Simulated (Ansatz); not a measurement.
`[SiH3]BO[SiH3]` → `OB[SiH3]` + `[SiH2]` at 500 K and 1 bar (silylene loss).

Computed with Ansatz on PBE0-D4/def2-TZVP structures; ΔE is electronic, products minus reactants. CCSD(T)/CBS is the MP2 limit (def2-TZVPP, def2-QZVPP) plus CCSD(T) − MP2 in def2-TZVPP, frozen cores. This one scheme is used for every species. One conformer a species, not always the lowest.

```
         species  CCSD(T)/CBS energy (Eh)  H − E (kJ/mol)  S (J/(mol·K))
`[SiH3]BO[SiH3]`               -682.38605           225.2          428.8
      `OB[SiH3]`               -392.07510           171.3          344.4
        `[SiH2]`               -290.19011            48.0          226.5
```

H − E and S are ideal-gas, rigid-rotor, harmonic terms from PBE0-D4/def2-TZVP, for one conformer and one mirror image of each species. 1 Eh = 2625.50 kJ/mol, R = 8.31446 J/(mol·K).

**Question.** By hand: ΔE, ΔH, ΔS and ΔG.

**Answer.** ΔE = (-392.07510) + (-290.19011) − (-682.38605) = 0.12084 Eh = 317.3 kJ/mol. Δ(H − E) = 171.3 + 48.0 − 225.2 = -5.9, so ΔH = 311.4 kJ/mol. ΔS = 344.4 + 226.5 − 428.8 = 142.1 J/(mol·K). ΔG = 311.4 − 500 × (142.1)/1000 = 240.3 kJ/mol.

**Question.** By hand: the equilibrium constant, and the temperature at which ΔG would vanish if ΔH and ΔS stayed fixed.

**Answer.** log₁₀ K = −ΔG/(RT ln 10) = -25.1. ΔG = 0 at ΔH/ΔS = 2191 K.

The number of gas molecules changes by +1, which sets the sign of ΔS. A doubt of 5 kJ/mol in ΔE shifts log₁₀ K by 0.5 here. Other conformers and mirror images would add mixing entropy, several J/(mol·K) or more a flexible species. Modes under 60 cm⁻¹, often nearly free rotors, make the harmonic entropy too high. These are equilibria of isolated gas molecules and say nothing of rates. Largest T1 diagnostic: 0.014 (customary marks: 0.02 for closed shells, 0.045 for open ones).
